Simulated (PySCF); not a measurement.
Molecule: SMILES C[B@@H-]([NH3+])P, CH₉BNP.

Bonds (- single, = double, # triple, : aromatic): C1-B2 1.607 Å, B2-N3 1.643 Å, B2-P4 1.990 Å. C1 carries H5, H6, H7; B2 carries H8; N3 carries H9, H10, H11; P4 carries H12, H13. Formal charges: B2 -1, N3 +1. Stereochemistry as in C[B@@H-]([NH3+])P.

Geometry PBE0-D3(BJ)/def2-SVP throughout; GIAO in PySCF, gas phase, one conformer, non-relativistic; equivalent atoms averaged; functional PBE0.

(1) How do the absolute shieldings σ depend on the basis set? (ppm; last column core-seconds on shared hosts with different chips, so compare them loosely)

(2) Which nucleus moves most, in ppm?

(3) Taking the largest basis, cc-pVTZ (250 functions), as the yardstick, rank the others by their worst heavy-atom deviation.

## Answers

(1) 
```csv
basis set,functions,C1,B2,N3,P4,H8,H9/H10/H11,H12/H13,H5/H6/H7,core-s
pcSseg-0,58,182.3,121.0,216.1,586.8,29.09,30.65,31.52,32.62,3.8
6-31G*,78,184.7,126.7,220.6,562.9,28.93,29.58,30.26,31.74,5.5
cc-pVDZ,105,186.8,126.1,221.7,584.2,28.52,28.74,30.02,31.15,8.3
def2-SVP,105,184.9,125.4,219.6,586.8,28.73,28.78,30.01,31.26,6.9
pcSseg-1,120,174.6,116.6,206.2,528.6,28.56,28.66,29.70,31.09,7
"6-311+G(2d,p)",170,177.0,117.2,209.8,519.8,28.61,29.02,29.82,31.38,15
aug-cc-pVDZ,177,185.0,123.2,221.1,581.9,28.47,28.71,29.89,31.16,16
def2-TZVP,184,177.2,117.2,210.9,507.2,28.61,28.95,29.82,31.35,20
IGLO-III,239,173.8,113.3,207.3,525.9,28.61,28.74,29.80,31.25,23
cc-pVTZ,250,177.3,117.8,210.3,539.0,28.54,28.54,29.84,31.15,31
```

(2) P4 (phosphorus bonded to B, 2 H): from 507.2 ppm with def2-TZVP to 586.8 ppm with pcSseg-0. The smallest spread is 0.62 ppm, at H8. Proton shifts span only some 12 ppm, so a few tenths of a ppm matter as much there as several ppm in carbon.

(3) pcSseg-1 10.4 ppm (120 functions), IGLO-III 13.2 ppm (239 functions), 6-311+G(2d,p) 19.2 ppm (170 functions), 6-31G* 23.8 ppm (78 functions), def2-TZVP 31.8 ppm (184 functions), aug-cc-pVDZ 42.8 ppm (177 functions), cc-pVDZ 45.1 ppm (105 functions), def2-SVP 47.7 ppm (105 functions), pcSseg-0 47.8 ppm (58 functions).

A small basis that lands close on one nucleus may do so by chance; judge by the trend and by all nuclei.
